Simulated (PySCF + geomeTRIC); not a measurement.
These are BP86-D3(BJ)/def2-SVP (PySCF + geomeTRIC) values and carry that method's errors. fastk is a local helper that only speeds up exchange builds. No frequencies were computed at this level.

```python
import json, numpy as np
from pyscf import gto, dft
from fastk import lowrank_exchange
atoms = """
Nb    -0.207499     0.174620    -0.354229
Cl     0.270353    -0.475878     1.821137
O     -0.373571     0.565990    -2.109189
H     -0.325036     0.679145    -3.056078
O      0.085935     1.877759     0.164583
H      0.209161     2.767335     0.503559
O     -1.739109    -0.768902    -0.235355
H     -2.557214    -1.261117    -0.134736
O      1.324452    -0.848707    -0.859526
H      1.900992    -1.353942    -0.271466
"""
def scf(charge, spin, dm0=None):
    mol = gto.M(atom=atoms, basis='def2-svp', ecp={'Nb': 'def2-svp'}, charge=charge, spin=spin, verbose=3, max_memory=10080)
    mf = dft.KS(mol, xc='bp86').density_fit(auxbasis="def2-universal-jkfit")
    mf.disp = 'd3bj'
    mf.grids.level = 3
    mf.conv_tol = 1e-8
    mf.max_cycle = 120
    mf.level_shift = 0.25
    mf.kernel(dm0)
    if not mf.converged:
        mf = mf.newton().run(mf.mo_coeff, mf.mo_occ).undo_soscf()
    return mf
mf = scf(0, 0)
from pyscf.geomopt.geometric_solver import kernel as optimize
path = []
done, mol = optimize(mf, maxsteps=120, assert_convergence=False, callback=lambda env: path.append((env["energy"], bool(env["g_scanner"].converged))))
res = dict(converged=bool(done and path[-1][1]), energy=path[-1][0], path=[e for e, c in path], xyz=mol.atom_coords(unit="Angstrom").tolist(), nao=mol.nao)
json.dump(res, open("result.json", "w"))
```

Output:

```
[...]
converged SCF energy = -820.517479755725
cycle 7: E = -820.517479756  dE = -0.00200605  norm(grad) = 0.0280544
Geometry optimization cycle 8
converged SCF energy = -820.517880875885
cycle 8: E = -820.517880876  dE = -0.00040112  norm(grad) = 0.031857
Geometry optimization cycle 9
converged SCF energy = -820.52186290881
cycle 9: E = -820.521862909  dE = -0.00398203  norm(grad) = 0.00936306
Geometry optimization cycle 10
converged SCF energy = -820.5222639241
cycle 10: E = -820.522263924  dE = -0.000401015  norm(grad) = 0.00493059
Geometry optimization cycle 11
converged SCF energy = -820.522476557782
cycle 11: E = -820.522476558  dE = -0.000212634  norm(grad) = 0.00288753
Geometry optimization cycle 12
converged SCF energy = -820.522593086964
cycle 12: E = -820.522593087  dE = -0.000116529  norm(grad) = 0.00375359
Geometry optimization cycle 13
converged SCF energy = -820.522768246114
cycle 13: E = -820.522768246  dE = -0.000175159  norm(grad) = 0.00438247
Geometry optimization cycle 14
converged SCF energy = -820.522905233086
cycle 14: E = -820.522905233  dE = -0.000136987  norm(grad) = 0.00402279
Geometry optimization cycle 15
converged SCF energy = -820.523069989218
cycle 15: E = -820.523069989  dE = -0.000164756  norm(grad) = 0.00355292
Geometry optimization cycle 16
converged SCF energy = -820.523200855846
cycle 16: E = -820.523200856  dE = -0.000130867  norm(grad) = 0.00325865
Geometry optimization cycle 17
converged SCF energy = -820.52327524691
cycle 17: E = -820.523275247  dE = -7.43911e-05  norm(grad) = 0.00220593
Geometry optimization cycle 18
converged SCF energy = -820.523308886717
cycle 18: E = -820.523308887  dE = -3.36398e-05  norm(grad) = 0.00144981
Geometry optimization cycle 19
converged SCF energy = -820.523328646626
cycle 19: E = -820.523328647  dE = -1.97599e-05  norm(grad) = 0.00145089
Geometry optimization cycle 20
converged SCF energy = -820.523352733052
cycle 20: E = -820.523352733  dE = -2.40864e-05  norm(grad) = 0.0016452
Geometry optimization cycle 21
converged SCF energy = -820.52337797633
cycle 21: E = -820.523377976  dE = -2.52433e-05  norm(grad) = 0.00153076
Geometry optimization cycle 22
converged SCF energy = -820.523392583177
cycle 22: E = -820.523392583  dE = -1.46068e-05  norm(grad) = 0.000963656
Geometry optimization cycle 23
converged SCF energy = -820.523399251925
cycle 23: E = -820.523399252  dE = -6.66875e-06  norm(grad) = 0.000462807
Geometry optimization cycle 24
converged SCF energy = -820.523401284074
cycle 24: E = -820.523401284  dE = -2.03215e-06  norm(grad) = 0.000381845
Geometry optimization cycle 25
converged SCF energy = -820.523402137334
cycle 25: E = -820.523402137  dE = -8.5326e-07  norm(grad) = 0.00032507
Geometry optimization cycle 26
converged SCF energy = -820.523402476153
cycle 26: E = -820.523402476  dE = -3.38819e-07  norm(grad) = 0.000314811
Geometry optimization cycle 27
converged SCF energy = -820.523402936569
cycle 27: E = -820.523402937  dE = -4.60416e-07  norm(grad) = 0.000372679
Geometry optimization cycle 28
converged SCF energy = -820.523403679471
cycle 28: E = -820.523403679  dE = -7.42902e-07  norm(grad) = 0.000311625
Geometry optimization cycle 29
converged SCF energy = -820.52340463001
cycle 29: E = -820.52340463  dE = -9.50539e-07  norm(grad) = 0.000236707
Geometry optimization cycle 30
converged SCF energy = -820.523405669242
cycle 30: E = -820.523405669  dE = -1.03923e-06  norm(grad) = 0.000177708
Geometry optimization cycle 31
converged SCF energy = -820.523406778085
cycle 31: E = -820.523406778  dE = -1.10884e-06  norm(grad) = 0.000150863
Geometry optimization cycle 32
converged SCF energy = -820.523408123819
cycle 32: E = -820.523408124  dE = -1.34573e-06  norm(grad) = 0.000144411
Geometry optimization cycle 33
converged SCF energy = -820.523409393797
cycle 33: E = -820.523409394  dE = -1.26998e-06  norm(grad) = 0.000170692
Geometry optimization cycle 34
converged SCF energy = -820.523410780026
cycle 34: E = -820.52341078  dE = -1.38623e-06  norm(grad) = 0.00017786
Geometry optimization cycle 35
converged SCF energy = -820.523411966306
cycle 35: E = -820.523411966  dE = -1.18628e-06  norm(grad) = 0.000204103
Geometry optimization cycle 36
converged SCF energy = -820.523412861973
cycle 36: E = -820.523412862  dE = -8.95667e-07  norm(grad) = 0.000208617
Geometry optimization cycle 37
converged SCF energy = -820.523413699622
cycle 37: E = -820.5234137  dE = -8.3765e-07  norm(grad) = 0.000221851
Geometry optimization cycle 38
converged SCF energy = -820.523414704365
cycle 38: E = -820.523414704  dE = -1.00474e-06  norm(grad) = 0.000256879
Geometry optimization cycle 39
converged SCF energy = -820.523415609622
cycle 39: E = -820.52341561  dE = -9.05257e-07  norm(grad) = 0.000273635
Geometry optimization cycle 40
converged SCF energy = -820.523416892496
cycle 40: E = -820.523416892  dE = -1.28287e-06  norm(grad) = 0.000289764
Geometry optimization cycle 41
converged SCF energy = -820.523418411412
cycle 41: E = -820.523418411  dE = -1.51892e-06  norm(grad) = 0.000288101
Geometry optimization cycle 42
converged SCF energy = -820.52341919955
cycle 42: E = -820.5234192  dE = -7.88138e-07  norm(grad) = 0.000199072
Geometry optimization cycle 43
converged SCF energy = -820.523421146835
cycle 43: E = -820.523421147  dE = -1.94729e-06  norm(grad) = 0.000642868
Geometry optimization cycle 44
converged SCF energy = -820.523422071046
cycle 44: E = -820.523422071  dE = -9.24211e-07  norm(grad) = 0.00083633
Geometry optimization cycle 45
converged SCF energy = -820.523422695789
cycle 45: E = -820.523422696  dE = -6.24743e-07  norm(grad) = 0.000582008
Geometry optimization cycle 46
converged SCF energy = -820.523423192003
cycle 46: E = -820.523423192  dE = -4.96214e-07  norm(grad) = 0.000410513
<class 'geometric.internal.Distance'> : 9
<class 'geometric.internal.Angle'> : 6
<class 'geometric.internal.LinearAngle'> : 8
<class 'geometric.internal.OutOfPlane'> : 4
<class 'geometric.internal.Dihedral'> : 4
<class 'geometric.internal.TranslationX'> : 1
<class 'geometric.internal.TranslationY'> : 1
<class 'geometric.internal.TranslationZ'> : 1
<class 'geometric.internal.RotationA'> : 1
<class 'geometric.internal.RotationB'> : 1
<class 'geometric.internal.RotationC'> : 1
Step    0 : Gradient = 3.342e-02/5.071e-02 (rms/max) Energy = -820.4936456305
Step    1 : Displace = 1.027e-01/1.734e-01 (rms/max) Trust = 1.000e-01 (=) Grad = 6.779e-03/1.065e-02 (rms/max) E (change) = -820.5096658382 (-1.602e-02) Quality = 0.679
Step    2 : Displace = 4.880e-02/7.132e-02 (rms/max) Trust = 1.000e-01 (=) Grad = 4.515e-03/8.443e-03 (rms/max) E (change) = -820.5108749253 (-1.209e-03) Quality = 0.964
Step    3 : Displace = 6.473e-02/1.197e-01 (rms/max) Trust = 1.414e-01 (+) Grad = 5.178e-03/9.815e-03 (rms/max) E (change) = -820.5120490277 (-1.174e-03) Quality = 1.046
Step    4 : Displace = 5.451e-02/8.323e-02 (rms/max) Trust = 2.000e-01 (+) Grad = 5.304e-03/1.015e-02 (rms/max) E (change) = -820.5133557505 (-1.307e-03) Quality = 1.565
Step    5 : Displace = 1.440e-01/2.194e-01 (rms/max) Trust = 2.828e-01 (+) Grad = 8.594e-03/1.792e-02 (rms/max) E (change) = -820.5154737097 (-2.118e-03) Quality = 1.126
Step    6 : Displace = 6.126e-02/9.730e-02 (rms/max) Trust = 3.000e-01 (+) Grad = 8.872e-03/1.717e-02 (rms/max) E (change) = -820.5174797557 (-2.006e-03) Quality = 1.670
Step    7 : Displace = 2.629e-01/5.019e-01 (rms/max) Trust = 3.000e-01 (=) Grad = 1.007e-02/1.775e-02 (rms/max) E (change) = -820.5178808759 (-4.011e-04) Quality = 0.094
Step    8 : Displace = 1.360e-01/2.781e-01 (rms/max) Trust = 1.315e-01 (-) Grad = 2.961e-03/4.663e-03 (rms/max) E (change) = -820.5218629088 (-3.982e-03) Quality = 0.686
Step    9 : Displace = 2.199e-02/3.218e-02 (rms/max) Trust = 1.315e-01 (=) Grad = 1.559e-03/2.967e-03 (rms/max) E (change) = -820.5222639241 (-4.010e-04) Quality = 1.369
Step   10 : Displace = 2.161e-02/3.080e-02 (rms/max) Trust = 1.859e-01 (+) Grad = 9.131e-04/1.542e-03 (rms/max) E (change) = -820.5224765578 (-2.126e-04) Quality = 1.249
Step   11 : Displace = 1.986e-02/3.418e-02 (rms/max) Trust = 2.629e-01 (+) Grad = 1.187e-03/1.893e-03 (rms/max) E (change) = -820.5225930870 (-1.165e-04) Quality = 1.506
Step   12 : Displace = 4.284e-02/7.540e-02 (rms/max) Trust = 3.000e-01 (+) Grad = 1.386e-03/2.407e-03 (rms/max) E (change) = -820.5227682461 (-1.752e-04) Quality = 1.234
Step   13 : Displace = 3.789e-02/7.735e-02 (rms/max) Trust = 3.000e-01 (=) Grad = 1.272e-03/2.673e-03 (rms/max) E (change) = -820.5229052331 (-1.370e-04) Quality = 1.298
Step   14 : Displace = 4.537e-02/1.042e-01 (rms/max) Trust = 3.000e-01 (=) Grad = 1.124e-03/2.378e-03 (rms/max) E (change) = -820.5230699892 (-1.648e-04) Quality = 1.241
Step   15 : Displace = 3.703e-02/8.957e-02 (rms/max) Trust = 3.000e-01 (=) Grad = 1.030e-03/2.185e-03 (rms/max) E (change) = -820.5232008558 (-1.309e-04) Quality = 1.229
Step   16 : Displace = 3.244e-02/7.777e-02 (rms/max) Trust = 3.000e-01 (=) Grad = 6.976e-04/1.119e-03 (rms/max) E (change) = -820.5232752469 (-7.439e-05) Quality = 1.159
Step   17 : Displace = 2.039e-02/4.840e-02 (rms/max) Trust = 3.000e-01 (=) Grad = 4.585e-04/8.810e-04 (rms/max) E (change) = -820.5233088867 (-3.364e-05) Quality = 1.180
Step   18 : Displace = 1.700e-02/4.012e-02 (rms/max) Trust = 3.000e-01 (=) Grad = 4.588e-04/7.739e-04 (rms/max) E (change) = -820.5233286466 (-1.976e-05) Quality = 1.237
Step   19 : Displace = 2.324e-02/5.473e-02 (rms/max) Trust = 3.000e-01 (=) Grad = 5.203e-04/9.731e-04 (rms/max) E (change) = -820.5233527331 (-2.409e-05) Quality = 1.262
Step   20 : Displace = 2.986e-02/6.845e-02 (rms/max) Trust = 3.000e-01 (=) Grad = 4.841e-04/7.375e-04 (rms/max) E (change) = -820.5233779763 (-2.524e-05) Quality = 1.152
Step   21 : Displace = 1.523e-02/3.081e-02 (rms/max) Trust = 3.000e-01 (=) Grad = 3.047e-04/5.156e-04 (rms/max) E (change) = -820.5233925832 (-1.461e-05) Quality = 1.156
Step   22 : Displace = 5.448e-03/1.003e-02 (rms/max) Trust = 3.000e-01 (=) Grad = 1.464e-04/3.290e-04 (rms/max) E (change) = -820.5233992519 (-6.669e-06) Quality = 1.203
Step   23 : Displace = 3.981e-03/7.308e-03 (rms/max) Trust = 3.000e-01 (=) Grad = 1.207e-04/2.714e-04 (rms/max) E (change) = -820.5234012841 (-2.032e-06) Quality = 1.122
Step   24 : Displace = 2.104e-03/3.158e-03 (rms/max) Trust = 3.000e-01 (=) Grad = 1.028e-04/2.144e-04 (rms/max) E (change) = -820.5234021373 (-8.533e-07) Quality = 0.760
Step   25 : Displace = 2.854e-03/4.670e-03 (rms/max) Trust = 3.000e-01 (=) Grad = 9.955e-05/1.419e-04 (rms/max) E (change) = -820.5234024762 (-3.388e-07) Quality = 0.203
Step   26 : Displace = 1.525e-03/2.271e-03 (rms/max) Trust = 1.427e-03 (-) Grad = 1.179e-04/2.442e-04 (rms/max) E (change) = -820.5234029366 (-4.604e-07) Quality = 0.314
Step   27 : Displace = 1.456e-03/2.622e-03 (rms/max) Trust = 1.427e-03 (=) Grad = 9.854e-05/2.162e-04 (rms/max) E (change) = -820.5234036795 (-7.429e-07) Quality = 0.570
Step   28 : Displace = 1.444e-03/2.344e-03 (rms/max) Trust = 1.427e-03 (=) Grad = 7.485e-05/1.451e-04 (rms/max) E (change) = -820.5234046300 (-9.505e-07) Quality = 0.663
Step   29 : Displace = 1.438e-03/2.409e-03 (rms/max) Trust = 1.427e-03 (=) Grad = 5.620e-05/8.318e-05 (rms/max) E (change) = -820.5234056692 (-1.039e-06) Quality = 0.578
Step   30 : Displace = 1.465e-03/3.112e-03 (rms/max) Trust = 1.427e-03 (=) Grad = 4.771e-05/8.370e-05 (rms/max) E (change) = -820.5234067781 (-1.109e-06) Quality = 0.512
Step   31 : Displace = 1.459e-03/3.393e-03 (rms/max) Trust = 1.427e-03 (=) Grad = 4.567e-05/8.947e-05 (rms/max) E (change) = -820.5234081238 (-1.346e-06) Quality = 0.536
Step   32 : Displace = 1.443e-03/3.442e-03 (rms/max) Trust = 1.427e-03 (=) Grad = 5.398e-05/9.260e-05 (rms/max) E (change) = -820.5234093938 (-1.270e-06) Quality = 0.490
Step   33 : Displace = 1.452e-03/3.287e-03 (rms/max) Trust = 1.427e-03 (=) Grad = 5.624e-05/8.851e-05 (rms/max) E (change) = -820.5234107800 (-1.386e-06) Quality = 0.550
Step   34 : Displace = 1.479e-03/3.010e-03 (rms/max) Trust = 1.427e-03 (=) Grad = 6.454e-05/1.064e-04 (rms/max) E (change) = -820.5234119663 (-1.186e-06) Quality = 0.456
Step   35 : Displace = 1.488e-03/2.636e-03 (rms/max) Trust = 1.427e-03 (=) Grad = 6.597e-05/1.126e-04 (rms/max) E (change) = -820.5234128620 (-8.957e-07) Quality = 0.363
Step   36 : Displace = 1.468e-03/2.599e-03 (rms/max) Trust = 1.427e-03 (=) Grad = 7.016e-05/1.415e-04 (rms/max) E (change) = -820.5234136996 (-8.376e-07) Quality = 0.312
Step   37 : Displace = 1.536e-03/2.799e-03 (rms/max) Trust = 1.427e-03 (=) Grad = 8.123e-05/1.347e-04 (rms/max) E (change) = -820.5234147044 (-1.005e-06) Quality = 0.329
Step   38 : Displace = 1.319e-03/2.371e-03 (rms/max) Trust = 1.427e-03 (=) Grad = 8.653e-05/1.358e-04 (rms/max) E (change) = -820.5234156096 (-9.053e-07) Quality = 0.311
Step   39 : Displace = 1.470e-03/2.812e-03 (rms/max) Trust = 1.427e-03 (=) Grad = 9.163e-05/1.749e-04 (rms/max) E (change) = -820.5234168925 (-1.283e-06) Quality = 0.342
Step   40 : Displace = 1.453e-03/2.809e-03 (rms/max) Trust = 1.427e-03 (=) Grad = 9.111e-05/1.679e-04 (rms/max) E (change) = -820.5234184114 (-1.519e-06) Quality = 0.340
Step   41 : Displace = 8.393e-04/1.862e-03 (rms/max) Trust = 1.427e-03 (=) Grad = 6.295e-05/1.128e-04 (rms/max) E (change) = -820.5234191995 (-7.881e-07) Quality = 0.821
Step   42 : Displace = 2.066e-03/3.099e-03 (rms/max) Trust = 2.018e-03 (+) Grad = 2.033e-04/3.070e-04 (rms/max) E (change) = -820.5234211468 (-1.947e-06) Quality = 0.286
Step   43 : Displace = 1.916e-03/2.849e-03 (rms/max) Trust = 2.018e-03 (=) Grad = 2.645e-04/4.287e-04 (rms/max) E (change) = -820.5234220710 (-9.242e-07) Quality = 0.092
Step   44 : Displace = 1.039e-03/2.189e-03 (rms/max) Trust = 9.581e-04 (-) Grad = 1.897e-04/3.644e-04 (rms/max) E (change) = -820.5234226958 (-6.247e-07) Quality = 0.102
Step   45 : Displace = 4.827e-04/7.523e-04 (rms/max) Trust = 4.791e-04 (-) Grad = 1.317e-04/2.697e-04 (rms/max) E (change) = -820.5234231920 (-4.962e-07) Quality = 0.787
Converged! =D
```

Cost: about 16 core-minutes (a rough figure).
